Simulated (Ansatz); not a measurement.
`C=C[Si](O)(O)C=C`, relaxed with RKS PBE0-D4/def2-TZVP in Ansatz 0.2.0 from a GFN2-xTB geometry. The force threshold is 0.005 eV/Å; the program also tests the step.

Total charge 0; spin multiplicity 1.

Start:

```xyz
15

C     1.995   -0.647    0.675
C     1.561    0.406    0.001
Si   -0.253    0.898   -0.221
O    -0.536    1.241   -1.803
O    -0.596    2.281    0.565
C    -1.412   -0.417    0.472
C    -1.421   -1.687    0.103
H     3.044   -0.881    0.778
H     1.311   -1.328    1.157
H     2.301    1.053   -0.460
H    -0.448    0.559   -2.462
H    -0.589    3.101    0.079
H    -2.109   -0.100    1.237
H    -0.747   -2.068   -0.648
H    -2.100   -2.412    0.528
```

```json
{"step": "1", "energy (eV)": "-16242.8339", "largest force (eV/Å)": "0.654", "largest move (Å)": "0.000"}
{"step": "2", "energy (eV)": "-16242.8618", "largest force (eV/Å)": "0.434", "largest move (Å)": "0.079"}
{"step": "3", "energy (eV)": "-16242.8655", "largest force (eV/Å)": "0.147", "largest move (Å)": "0.057"}
{"step": "4", "energy (eV)": "-16242.8692", "largest force (eV/Å)": "0.080", "largest move (Å)": "0.060"}
{"step": "5", "energy (eV)": "-16242.8706", "largest force (eV/Å)": "0.081", "largest move (Å)": "0.028"}
{"step": "6", "energy (eV)": "-16242.8718", "largest force (eV/Å)": "0.038", "largest move (Å)": "0.014"}
{"step": "7", "energy (eV)": "-16242.8726", "largest force (eV/Å)": "0.022", "largest move (Å)": "0.024"}
{"step": "8", "energy (eV)": "-16242.8734", "largest force (eV/Å)": "0.041", "largest move (Å)": "0.039"}
{"step": "9 (rejected)", "energy (eV)": "-16242.8597", "largest force (eV/Å)": "0.414", "largest move (Å)": "0.111"}
{"step": "10", "energy (eV)": "-16242.8753", "largest force (eV/Å)": "0.025", "largest move (Å)": "0.055"}
{"step": "11", "energy (eV)": "-16242.8764", "largest force (eV/Å)": "0.217", "largest move (Å)": "0.098"}
{"step": "14", "energy (eV)": "-16242.8789", "largest force (eV/Å)": "0.018", "largest move (Å)": "0.047"}
{"step": "17", "energy (eV)": "-16242.8799", "largest force (eV/Å)": "0.146", "largest move (Å)": "0.044"}
{"step": "20", "energy (eV)": "-16242.8809", "largest force (eV/Å)": "0.036", "largest move (Å)": "0.042"}
{"step": "23", "energy (eV)": "-16242.8817", "largest force (eV/Å)": "0.044", "largest move (Å)": "0.019"}
{"step": "26", "energy (eV)": "-16242.8822", "largest force (eV/Å)": "0.033", "largest move (Å)": "0.008"}
{"step": "29", "energy (eV)": "-16242.8824", "largest force (eV/Å)": "0.013", "largest move (Å)": "0.002"}
{"step": "32", "energy (eV)": "-16242.8826", "largest force (eV/Å)": "0.036", "largest move (Å)": "0.053"}
{"step": "35", "energy (eV)": "-16242.8827", "largest force (eV/Å)": "0.019", "largest move (Å)": "0.008"}
{"step": "38", "energy (eV)": "-16242.8828", "largest force (eV/Å)": "0.008", "largest move (Å)": "0.003"}
{"step": "41", "energy (eV)": "-16242.8828", "largest force (eV/Å)": "0.007", "largest move (Å)": "0.002"}
{"step": "44 (rejected)", "energy (eV)": "-16242.8828", "largest force (eV/Å)": "0.006", "largest move (Å)": "0.005"}
{"step": "45", "energy (eV)": "-16242.8828", "largest force (eV/Å)": "0.003", "largest move (Å)": "0.002"}
```

End:

```xyz
15

C     1.936   -0.569    0.705
C     1.458    0.296   -0.188
Si   -0.307    0.886   -0.252
O    -0.619    1.424   -1.780
O    -0.587    2.171    0.727
C    -1.497   -0.423    0.301
C    -1.282   -1.733    0.210
H     2.981   -0.865    0.724
H     1.300   -1.016    1.464
H     2.159    0.706   -0.915
H    -0.513    0.802   -2.500
H    -0.199    3.010    0.477
H    -2.458   -0.089    0.690
H    -0.346   -2.135   -0.169
H    -2.028   -2.465    0.508
```

Hardware: 2 threads of an AMD EPYC 7R13 on a shared host and a share of an NVIDIA H100 80 GB. Wall time 98 s, peak host memory 0.93 GiB.
